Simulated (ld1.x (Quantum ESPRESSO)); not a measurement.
# Ranking TM potentials for molybdenum (Mo)

All share these settings but for the change named:

- Element: molybdenum (Mo)
- Generator: ld1.x (Quantum ESPRESSO) 7.5
- Type: norm-conserving Troullier–Martins (Kleinman–Bylander form)
- Functional: BLYP
- Relativity: non-relativistic
- Frozen core: [Ar] 3d10
- Valence charge: 14
- Reference configuration: 4s2 4p6 4d5 5s0 5p0 (charge +1)
- Partial waves: 4s (bound): rc 1.05 bohr; 4p (bound): rc 1.15 bohr; 4d (bound): rc 1.40 bohr; 4f channel at 0.3 Ry: rc 1.05 bohr
- Local potential: all-electron potential smoothed inside 1.10 bohr (lloc = -1)
- Core correction: none

Test errors are all-electron minus pseudo excitation energies from the reference, over 4s2 4p6 4d5 5s1 5p0; 4s2 4p6 4d4 5s0 5p0; 4s2 4p6 4d3 5s0 5p0; 4s2 4p6 4d4 5s1 5p1; 4s2 4p6 4d6 5s0 5p0; 4s2 4p6 4d2 5s0 5p0; 4s2 4p6 4d5.5 5s0.5 5p0. None of these files shows a bound ghost.

Of 8 variants that were run, those that failed, showed a ghost or another fault, or gave nearly equal values are left out.

(1) Rank these variants by their largest absolute test error, smallest first.
A. all radii scaled by about 1.18 (s 1.24, p 1.36, d 1.66, f 1.24 bohr); local potential all-electron potential smoothed inside 1.30 bohr (lloc = -1)
B. all radii scaled by about 1.26 (s 1.32, p 1.44, d 1.76, f 1.32 bohr); local potential all-electron potential smoothed inside 1.38 bohr (lloc = -1)
C. all radii scaled by about 1.33 (s 1.40, p 1.54, d 1.86, f 1.40 bohr); local potential all-electron potential smoothed inside 1.46 bohr (lloc = -1)
D. all radii scaled by about 1.08 (s 1.14, p 1.24, d 1.52, f 1.14 bohr); local potential all-electron potential smoothed inside 1.20 bohr (lloc = -1)

Results:

(1) C (205.5 meV), B (313.6 meV), A (377.3 meV), D (1449.1 meV).
